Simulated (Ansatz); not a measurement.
`[F][Sc]([F])[F]` and `[F][Sc]([F])[O][SiH3]` differ in one atom or group.

Ansatz, PBE0-D4/def2-TZVP geometries, multiplicity 1. Each molecule was computed in one conformer, which needn't be the lowest.

Scalar relativity is left out up to krypton.

| property | `[F][Sc]([F])[F]` |
| --- | --- |
| HOMO energy (PBE0/def2-TZVPP) / eV | -11.22 |
| size of the dipole moment (ωB97M-V/def2-TZVPP) / D | 0.00 |
| HOMO–LUMO gap (ωB97M-V/def2-TZVPP) / eV | 12.72 |
| HOMO energy (ωB97M-V/def2-TZVPP) / eV | -13.75 |
| size of the dipole moment (B3LYP/def2-TZVPP) / D | 0.00 |
| HOMO–LUMO gap (PBE0/def2-TZVPP) / eV | 8.60 |

Question: Give the same properties after the change, and the shifts. (Estimate.)

Answer: The calculation gave: 
```json
{"property": "HOMO energy (PBE0/def2-TZVPP) / eV", "`[F][Sc]([F])[O][SiH3]`": "-8.84", "shift": "2.38"}
{"property": "size of the dipole moment (ωB97M-V/def2-TZVPP) / D", "`[F][Sc]([F])[O][SiH3]`": "0.83", "shift": "0.83"}
{"property": "HOMO–LUMO gap (ωB97M-V/def2-TZVPP) / eV", "`[F][Sc]([F])[O][SiH3]`": "10.27", "shift": "-2.45"}
{"property": "HOMO energy (ωB97M-V/def2-TZVPP) / eV", "`[F][Sc]([F])[O][SiH3]`": "-11.14", "shift": "2.61"}
{"property": "size of the dipole moment (B3LYP/def2-TZVPP) / D", "`[F][Sc]([F])[O][SiH3]`": "0.94", "shift": "0.94"}
{"property": "HOMO–LUMO gap (PBE0/def2-TZVPP) / eV", "`[F][Sc]([F])[O][SiH3]`": "6.42", "shift": "-2.18"}
```

With PBE0 the HOMO rises by 2.38 eV and the LUMO rises by 0.20 eV, so the gap narrows by about 2.18 eV. PBE moves the HOMO by 1.82 eV and ωB97M-V by 2.61 eV.

B3LYP here is the variant with VWN-RPA as its local correlation; programs differ in this.
